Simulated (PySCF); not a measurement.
# OsBr₃, sextet: computed properties

All numbers come from UPBE0 in PySCF with Os def2-SVP with ECP60, Br def2-SVP; scalar-relativistic core potentials, no spin–orbit coupling; density-fitted integrals.

The structure is a minimum.

```
Point group                                                                   : D3h
Bond lengths                                                                  : Os–Br 2.425 Å (×3)
Bond angles                                                                   : Br–Os–Br 120.0° (×3)
Dipole moment                                                                 : 0.00 D
Rotational constants                                                          : 0.02422, 0.02422, 0.01211 cm⁻¹
Highest occupied level (α)                                                    : -7.14 eV
Principal quadrupole moments (Buckingham, traceless) about the centre of mass : -3.00, -3.00, 6.00 D Å
Heat capacity Cp at 298.15 K                                                  : 80.4 J/(mol K)
Lowest empty level (β)                                                        : -4.88 eV
Principal polarisabilities                                                    : 51.3, 117.9, 117.9 bohr³
Enthalpy at 298.15 K above 0 K                                                : 20.70 kJ/mol
Zero-point energy                                                             : 4.9 kJ/mol
Atomisation energy without zero-point energy                                  : 869 kJ/mol
Spin squared ⟨S²⟩                                                             : 8.762
Entropy at 298.15 K and 1 bar (electronic part: spin only)                    : 411.1 J/(mol K)
Rotational symmetry number                                                    : 6
```

Harmonic modes (masses in u: Os 191.961, Br 78.918):
```json
{"symmetry": "a2''", "ω (cm⁻¹)": "31", "IR (km/mol, summed over degenerate members)": "3.2", "type": "bend"}
{"symmetry": "e'", "ω (cm⁻¹)": "33", "IR (km/mol, summed over degenerate members)": "1.2", "type": "bend"}
{"symmetry": "a1'", "ω (cm⁻¹)": "225", "IR (km/mol, summed over degenerate members)": "0.0", "type": "stretch"}
{"symmetry": "e'", "ω (cm⁻¹)": "251", "IR (km/mol, summed over degenerate members)": "83.5", "type": "stretch"}
```

In D3h the vibrations span a2'' + 2e' + a1'. The a1' mode carries no infrared intensity, as symmetry demands.

Charges (e):
| atom | Mulliken | Löwdin | polar tensor | spin (Mulliken) | Mayer order to Os1 |
| --- | --- | --- | --- | --- | --- |
| Os1 | 0.70 | -0.22 | 1.45 | 3.79 | – |
| Br2,3,4 | -0.23 | 0.07 | -0.48 | 0.40 | 1.14 |

Mulliken populations on Os1 (electrons outside its core potential): s 2.65, p 6.40, d 6.23, f 0.03.

Formally Os is in oxidation state +3, d5, with 5 unpaired electrons (the high-spin count). The Mulliken spin on Os is 3.79. The polar-tensor charge on Os, 1.45, is far below the formal one.

Only a few start shapes were tried, so a lower isomer may exist. With open d or f shells other occupations or spin states may lie lower. No spin–orbit coupling is included, which matters more the heavier the element.

The final relaxation and frequency run took roughly 9 core-minutes on a shared host.
